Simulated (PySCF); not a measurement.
## Which orbitals make which state

N-tert-butylformamide, C₅H₁₁NO.
SMILES: `CC(C)(C)NC=O`

Method used: TDDFT CAM-B3LYP/def2-SVPD, vertical, gas phase, core orbitals frozen in the response in PySCF 2.14.0, density-fitted response routines. The structure is a single PBE0-D3(BJ)/def2-SVP conformer in the gas phase; no vibrational or solvent corrections. Torsions of this conformer, `[CH3:1][C:2]([CH3:3])([CH3:4])[NH:5][CH:6]=[O:7]`: C1–C2–N5–C6 60°, C2–N5–C6–O7 0°.

Orbital energies (eV): HOMO-3 -11.20, HOMO-2 -11.11, HOMO-1 -8.96, HOMO -8.87, LUMO 1.03, LUMO+1 1.70, LUMO+2 1.72.

Problem. Among the lowest singlets, which states do these configurations lead, and at what energies: HOMO-1→LUMO+1, HOMO-1→LUMO, HOMO→LUMO+1?

Solution. 

| state | leading configuration | weight | Δε (eV) | E (eV) | E − Δε (eV) | f | other configurations |
| --- | --- | --- | --- | --- | --- | --- | --- |
| S1 | HOMO→LUMO+1 | 0.94 | 10.57 | 5.66 | -4.91 | 0.0012 | – |
| S2 | HOMO-1→LUMO | 0.81 | 9.99 | 6.90 | -3.09 | 0.013 | H-1→L+2 (15%) |
| S4 | HOMO-1→LUMO+1 | 0.67 | 10.67 | 7.52 | -3.14 | 0.203 | H→L (16%) |

E − Δε runs from -4.91 to -3.09 eV. By orbital difference alone the order would be S2, S1, S4. Δε is the difference of the two orbital energies.

H and L stand for HOMO and LUMO. The other states: S3 7.07 eV, f 0.048, H→L (54%), H-1→L+1 (26%), H→L+2 (14%); S5 8.01 eV, f 0.0058, H-1→L+2 (72%), H-1→L (14%); S6 8.13 eV, f 0.078, H→L+2 (64%), H→L (11%), H→L+3 (10%); S7 8.34 eV, f 0.010, H→L+3 (46%), H→L+6 (18%), H→L (14%); S8 8.41 eV, f 0.0023, H-1→L+3 (69%), H-1→L+5 (11%), H-1→L+6 (9%); S9 8.71 eV, f 0.0032, H→L+4 (78%), H→L+10 (16%); S10 8.71 eV, f 0.0012, H-1→L+4 (87%).

Problem. Pair triplets and singlets of the same leading configuration (75% or more in both) and give the splittings.

Solution. 

```csv
configuration,triplet,E(T) (eV),singlet,E(S) (eV),E(S) − E(T) (eV)
HOMO→LUMO+1,T1,5.16,S1,5.66,+0.50
HOMO-1→LUMO,T3,6.74,S2,6.90,+0.16
```

The 4 triplets are Tamm–Dancoff values, the singlets full response.

Summed over the main configurations (up to three a state, each over 8%) of all 10 singlets, the electron leaves HOMO-1 with weight 4.51 and HOMO with weight 4.36.

The vertical ionisation energy (ΔSCF) is 9.70 eV, 0.99 eV above S10.

Time: 3.0 min wall. Hardware: an Arm Neoverse V2 with one thread, on a shared host.
